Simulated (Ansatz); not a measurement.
Consider the silylene formation by 1,1-elimination: `F[Si]([SiH3])(Cl)Br` → `F[Si]Cl` + `[SiH3]Br`.

Program: Ansatz. Geometries: PBE0-D4/def2-TZVP. ΔE: electronic, gas phase. CCSD(T)/CBS is the MP2 limit (def2-TZVPP, def2-QZVPP) plus CCSD(T) − MP2 in def2-TZVPP, frozen cores. This one scheme is used for every species. DFT in def2-TZVPP. For Br outer-core shells are correlated without core-valence functions, which leaves a few kJ/mol of doubt a bond. Scalar relativity is left out up to krypton.

`F[Si]([SiH3])(Cl)Br`:

Cartesian coordinates in Å:
```
F 1.411 -0.793 1.582
Si -0.016 -0.577 0.915
Si 0.141 0.710 -1.023
Cl -1.195 0.328 2.311
Br -0.834 -2.576 0.466
H 0.702 2.042 -0.681
H -1.228 0.855 -1.578
H 1.020 0.011 -1.992
```

`F[Si]Cl`:

```xyz
3

F     0.515   -0.627    1.113
Si   -0.590   -0.529   -0.045
Cl    0.075    1.155   -1.068
```

`[SiH3]Br`:

Cartesian coordinates in Å:
```
Si 0.008 0.059 -0.152
Br -0.099 -0.741 1.915
H 0.962 -0.769 -0.925
H 0.474 1.463 -0.087
H -1.344 -0.012 -0.751
```

CCSD(T)/CBS gives +150.2 kJ/mol.

Another level gave +164.3 kJ/mol. Which?
A. LDA (SPW92)/def2-TZVPP
B. BHLYP/def2-TZVPP
C. revPBE/def2-TZVPP
D. r2SCAN/def2-TZVPP

D. r2SCAN 164.3, revPBE 126.6, BHLYP 136.1, LDA (SPW92) 174.5 kJ/mol.

Largest T1 diagnostic among the species: 0.014.

At CCSD(T), def2-SVP lies −17.3 kJ/mol from the extrapolated value and def2-TZVPP −6.3 kJ/mol. From BLYP to BHLYP (50 % exact exchange), in def2-TZVPP and without D4, ΔE moves by +31.3 kJ/mol. In def2-TZVPP, CCSD(T) changes the Hartree–Fock value by +16.0 kJ/mol (the triples alone add +3.0 kJ/mol) and MP2 by +27.2 kJ/mol.

CCSD(T)/CBS has its own doubt, a few kJ/mol and more with outer-core shells, so smaller differences from it don't rank the levels.
